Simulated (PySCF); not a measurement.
# Correlation energy of He (helium, neutral)

1s1 2p1, high-spin 3P determinant (an excited configuration). All numbers are calculated (PySCF 2.14, the non-relativistic Hamiltonian (point nucleus), in dyall-acv3z). Frozen: nothing; 2 electrons correlated; the 4 highest virtual orbitals of each spin left out.

With two correlated electrons CCSD is exact within the correlated space (frozen core and kept virtual orbitals).

```tsv
level	correlation energy (mhartree)
CCSD	-4.10
```

Diagnostics: T1 = 0.0012, D1 = 0.0023, largest double amplitude 0.020.

Problem. Is a single reference adequate?

Solution. Yes: T1 lies below 0.03 and no double amplitude reaches 0.07.
